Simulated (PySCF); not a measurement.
Computed IR spectrum (relative IR intensity) of a molecule C3H9FSi. Coordinates come from a PBE-D3(BJ)/def2-SVP optimisation. Other conformers were not sampled. Computed with PBE-D3(BJ)/def2-SVP run with PySCF. Frequencies are harmonic and unscaled.

Lines under 2 % of the strongest are left out, and lines within 2 cm⁻¹ are merged.

ν (cm⁻¹): 494 (w), 663 (w), 713 (m), 809 (w), 832 (w), 873 (w), 897 (vs), 930 (m), 990 (w), 1010 (w), 1068 (w), 1171 (vw), 1194 (w), 1311 (vw), 1354 (vw), 1423 (vw), 2161 (m), 2173 (s), 2961 (w), 2964 (w), 2966 (vw), 3002 (w), 3022 (vw), 3045 (w), 3061 (w) (against the strongest line: vs over 80 %, s over 45 %, m over 15 %, w over 4 %, vw less)

Q: Which molecule gave these data?
A. CCC[SiH2]F
B. CC(C)[SiH2]F
C. CC[C@H](F)[SiH3]
D. C[SiH2][C@@H](C)F

A: A, CCC[SiH2]F
